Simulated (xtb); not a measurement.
Sn(CF3)(H)3 (CH₃F₃Sn), SMILES [SnH3][C](F)(F)F. All values are semi-empirical tight-binding results from xtb (GFN2-xTB unless named), good for trends rather than for accurate numbers. Coordinates come from a GFN2-xTB optimisation. The structure was generated by enumeration; whether it is a known compound was not checked.

For metal compounds this method's bond lengths and energies can be far off.

* **point group as xtb finds it**: C3
* **orbital gap**: 6.27 eV
* **zero-point energy**: 19.2 kcal/mol
* **G − E(el) at 298.15 K (modified RRHO)**: -0.5 kcal/mol
